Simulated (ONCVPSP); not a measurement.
# Transferability test, ONCV potential for tin

| Item | Value |
| --- | --- |
| Element | Sn |
| Generator | ONCVPSP 4.0.1 |
| Type | optimised norm-conserving Vanderbilt (ONCV) |
| Functional | LDA (Perdew-Wang 92) |
| Relativity | scalar-relativistic |
| Frozen core | [Kr] 4d10 |
| Valence charge | 4 |
| Reference configuration | 5s2 5p2 |
| Partial waves | 5s: rc 2.15 bohr, ncon 4, nbas 9, qcut 3 1/bohr, 2 projectors, debl 2.2 Ha; 5p: rc 2.15 bohr, ncon 4, nbas 7, qcut 3.3 1/bohr, 2 projectors, debl 3.8 Ha |
| Local potential | polynomial inside 1.80 bohr (lpopt 5, dvloc0 6 Ha) |
| Core correction | none |

Energies are relative to the spin-unpolarised reference configuration 5s2 5p2; without spin polarisation the order of configurations can differ from experiment.

```csv
valence configuration,charge,ΔE all-electron (eV),error AE − PS (meV)
5s1 5p0,+3,52.797,+286
5s2 5p1.5,+0.5,2.713,+0.6
```

**Question.** What are ΔE and the potential's error for 5s2 5p0?

**Answer.** ΔE = 21.350 eV all-electron; the error (AE − PS) is +50 meV.

**Question.** What are ΔE and the potential's error for 5s2 5p1?

**Answer.** ΔE = 7.092 eV all-electron; the error (AE − PS) is +5.4 meV.

Levels in the configuration 5s2 5p1:

| level | all-electron (eV) | pseudo (eV) |
| --- | --- | --- |
| 5s | -18.157 | -18.141 |
| 5p | -10.519 | -10.500 |
